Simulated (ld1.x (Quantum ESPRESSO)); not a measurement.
## Pseudopotential generation for caesium (Cs): PAW, BLYP, fully relativistic.

Cs (Z = 55), PAW, made with ld1.x (Quantum ESPRESSO) 7.5 (BLYP, fully relativistic). Core [Kr] 4d10, reference 5s2 5p6 5d0 6s0.5 6p0.5. Waves: 5s (bound): rcut 2.25, rcutus 2.80 bohr; 6s (bound): rcut 2.25, rcutus 2.80 bohr; 5p (bound): rcut 2.95, rcutus 3.50 bohr; 6p (bound): rcut 2.95, rcutus 3.50 bohr; 5d (bound, empty): rcut 4.50, rcutus 4.75 bohr; 5d channel at 3.45 Ry: rcut 4.50, rcutus 4.75 bohr. Local part: all-electron potential smoothed inside 3.40 bohr (lloc = -1). Core correction: Bessel-smoothed model core, default radius (core density twice the valence density). Augmentation charge: PSQ, inside the norm-conserving radii.

Open shells are filled in proportion to 2j + 1 (rel_dist='average').

All-electron outer shells of the reference configuration (BLYP, scalar-relativistic, ld1.x):

```json
{"shell": "4p", "level (eV)": "-161.10", "outermost node (bohr)": "0.35", "outermost maximum (bohr)": "0.67"}
{"shell": "4d", "level (eV)": "-74.61", "outermost node (bohr)": "0.33", "outermost maximum (bohr)": "0.72"}
{"shell": "5s", "level (eV)": "-27.16", "outermost node (bohr)": "0.82", "outermost maximum (bohr)": "1.54"}
{"shell": "5p", "level (eV)": "-13.90", "outermost node (bohr)": "0.89", "outermost maximum (bohr)": "1.79"}
{"shell": "6s", "level (eV)": "-2.37", "outermost node (bohr)": "2.10", "outermost maximum (bohr)": "4.56"}
{"shell": "6p", "level (eV)": "-0.91", "outermost node (bohr)": "2.60", "outermost maximum (bohr)": "6.64"}
{"shell": "5d", "level (eV)": "-0.66", "outermost node (bohr)": "1.06", "outermost maximum (bohr)": "3.38"}
```

Calculated quality:

- Configuration tests: test run stopped at test 6 of 7 (negative rho)
- Density cutoff estimated by the generator: 68 Ry

The ghost test of this file was not conclusive.

Generation and tests took about 3.1 s on one core of a shared server CPU.
